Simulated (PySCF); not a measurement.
Al(I)(Me)(OMe) (C2H6AlIO), SMILES [O](C)[Al]([CH3])[I].

Geometry: B3LYP-D3(BJ)/def2-SVP. The structure was generated by enumeration; whether it is a known compound was not checked. The def2 effective core potentials stand for the cores of I; spin–orbit coupling is left out. The values are those of a single conformer.

Calculation: IEF-PCM-B3LYP/def2-SVP (PySCF 2.14.0).

The values are the electrostatic part of the solvation free energy, E(continuum) − E(gas) at the gas-phase geometry, in a cavity of scaled van der Waals radii (PySCF's table); cavitation and dispersion terms are not included. A continuum can't describe solvent molecules that bind to the metal. In vacuum the orbital gap is 6.57 eV. The dipole moment in vacuum is 1.30 D.

Computed values in water (ε = 78.36), N,N-dimethylformamide (ε = 37.22), chlorobenzene (ε = 5.70):
```
solvent                    ε  ΔG(elec) (kcal/mol)  dipole (D)  gap (eV)
---------------------  -----  -------------------  ----------  --------
water                  78.36                 -4.5        1.78      7.05
N,N-dimethylformamide  37.22                 -4.4        1.77      7.04
chlorobenzene           5.70                 -3.3        1.67      6.93
```
